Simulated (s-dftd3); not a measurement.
H3B, singlet, geometry from GFN2-xTB; D3(zero) for pbe0 (s-dftd3 1.4.0).

s-dftd3 was given this input:
```
$ s-dftd3 mol.xyz --zero pbe0 --json dftd3.json --noedisp --grad

# file mol.xyz
4

B      0.00000000     0.00000000    -0.00000000
H     -1.13586369    -0.05694986    -0.25006823
H      0.42206688    -0.56959653     0.92378735
H      0.71379681     0.62654639    -0.67371912
```

The log (banner, timings and long lists left out):

```
-----------------------------------
 s i m p l e   D F T - D 3  v1.4.0
-----------------------------------

Zero (Chai-Head-Gordon) damping: pbe0-D3(0)
--------------------
  s6         1.0000
  s8         0.9280
  s9         0.0000
 rs6         1.2870
 rs8         1.0000
 alp        14.0000
--------------------

Dispersion energy:      -1.1137912242136E-04 Eh

Gradient norm:           2.1555922025883E-04 Eh/a0
--------------------------------------------------
     #    Z           dE/dx      dE/dy      dE/dz
--------------------------------------------------
     1    5 B    -8.235E-14 -5.239E-14  4.975E-14
     2    1 H     1.214E-04  6.087E-06  2.673E-05
     3    1 H    -4.511E-05  6.088E-05 -9.873E-05
     4    1 H    -7.629E-05 -6.696E-05  7.200E-05
--------------------------------------------------

Virial:
--------------------------------------------------
      component           x          y          z
--------------------------------------------------
          x      -3.995E-04 -5.484E-05 -3.899E-05
          y      -5.484E-05 -1.455E-04  1.886E-04
          z      -3.899E-05  1.886E-04 -2.767E-04
--------------------------------------------------

[Info] JSON dump of results written to 'dftd3.json'
```
